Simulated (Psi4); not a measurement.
ClTl, singlet, at a GFN2-xTB geometry (such geometries of metal compounds can be far from the true shape) (core potentials on Tl); BLYP/def2-SVP (Psi4).

Psi4 was given this input:
```
memory 2 GB

molecule mol {
0 1
  Tl   -0.000000   -0.000000   -0.449804
  Cl    0.000000    0.000000    2.143186
}

set basis def2-svp
set reference rks
set guess sapgau

energy('blyp')
print_variables()
```

**Question.** Write the output that Psi4 gives for this input, abridged.

**Answer.** 
```
   => Loading Basis Set <=

    Name: DEF2-SVP
    Role: ORBITAL
    Keyword: BASIS

    !!!  WARNING: ECP capability is in beta. Please check occupations closely.  !!!

         ---------------------------------------------------------
                                   SCF
               by Justin Turney, Rob Parrish, Andy Simmonett
                          and Daniel G. A. Smith
                              RKS Reference
         ---------------------------------------------------------

  ==> Geometry <==

    Molecular point group: c2v
    Full point group: C_inf_v

    Geometry (in Angstrom), charge = 0, multiplicity = 1:

       Center              X                  Y                   Z               Mass
    ------------   -----------------  -----------------  -----------------  -----------------
         TL           0.000000000000     0.000000000000    -0.377897164420   204.974427800000
         CL           0.000000000000     0.000000000000     2.215092835580    34.968852682000

  Running in c2v symmetry.

  Rotational constants: A = ************  B =      0.08393  C =      0.08393 [cm^-1]
  Rotational constants: A = ************  B =   2516.18774  C =   2516.18774 [MHz]
  Nuclear repulsion =   72.856534043397787

  Charge       = 0
  Multiplicity = 1
  Electrons    = 38
  Nalpha       = 19
  Nbeta        = 19

  ==> Algorithm <==

  SCF Algorithm Type is DF.
  DIIS enabled.
  MOM disabled.
  Fractional occupation disabled.
  Guess Type is SAPGAU.
  Energy threshold   = 1.00e-06
  Density threshold  = 1.00e-06
  Integral threshold = 1.00e-12

  ==> Primary Basis <==

  Basis Set: DEF2-SVP
    Blend: DEF2-SVP
    Number of shells: 18
    Number of basis functions: 44
    Number of Cartesian functions: 47
    Spherical Harmonics?: true
    Max angular momentum: 2

  Core potential: DEF2-SVP
    Number of shells: 4
    Number of ECP primitives: 26
    Number of ECP core electrons: 60
    Max angular momentum: 3

  ==> DFT Potential <==

   => LibXC <=

    Version 7.1.2
    S. Lehtola, C. Steigemann, M. J. T. Oliveira, and M. A. L. Marques,  SoftwareX 7, 1–5 (2018) (10.1016/j.softx.2017.11.002)

   => Composite Functional: BLYP <=

    BLYP GGA Exchange-Correlation Functional

    P.J. Stephens et. al., J. Phys. Chem., 98, 11623-11627, 1994
    B. Miehlich et. al., Chem. Phys. Lett., 157(3), 200-206 1989

    Deriv               =              1
    GGA                 =           TRUE
    Meta                =          FALSE

[...]
   @DF-RKS iter  12:  -632.62503193148405   -5.00054e-04   2.01848e-05 DIIS
   @DF-RKS iter  13:  -632.62503216366008   -2.32176e-07   5.68862e-06 DIIS
   @DF-RKS iter  14:  -632.62503218147822   -1.78181e-08   1.14304e-06 DIIS
   @DF-RKS iter  15:  -632.62503218222832   -7.50106e-10   1.40276e-08 DIIS
  Energy and wave function converged.

  ==> Post-Iterations <==

   Electrons on quadrature grid:
      Ntotal   =   38.0000026669 ; deviation = 2.667e-06

    Orbital Energies [Eh]
    ---------------------

    Doubly Occupied:

[...]
       4B1    -0.217501

    Virtual:

[...]
      21A1    56.070923

    Final Occupation by Irrep:
             A1    A2    B1    B2
    DOCC [    10,    1,    4,    4 ]
    NA   [    10,    1,    4,    4 ]
    NB   [    10,    1,    4,    4 ]

  @DF-RKS Final Energy:  -632.62503218222832

   => Energetics <=

    Nuclear Repulsion Energy =             72.8565340433977866
    One-Electron Energy =               -1083.3209031943054015
    Two-Electron Energy =                 421.0331046023378576
    DFT Exchange-Correlation Energy =     -43.1937676336585454
    Empirical Dispersion Energy =           0.0000000000000000
    VV10 Nonlocal Energy =                  0.0000000000000000
    Total Energy =                       -632.6250321822283240

Computation Completed

Properties will be evaluated at   0.000000,   0.000000,   0.000000 [a0]

Properties computed using the SCF density matrix

 Multipole Moments:

 ------------------------------------------------------------------------------------
     Multipole            Electronic (a.u.)      Nuclear  (a.u.)        Total (a.u.)
 ------------------------------------------------------------------------------------

 L = 1.  Multiply by 2.5417464519 to convert [e a0] to [Debye]
 Dipole X            :          0.0000000            0.0000000            0.0000000
 Dipole Y            :          0.0000000            0.0000000            0.0000000
 Dipole Z            :        -57.7258204           56.1640546           -1.5617658
 Magnitude           :                                                    1.5617658

 ------------------------------------------------------------------------------------

  Variable Map:
  ----------------------------------------------------------------------------
[...]
  Array Variable Map:
  ----------------------------------------------------------------------------
[...]
[...]
```
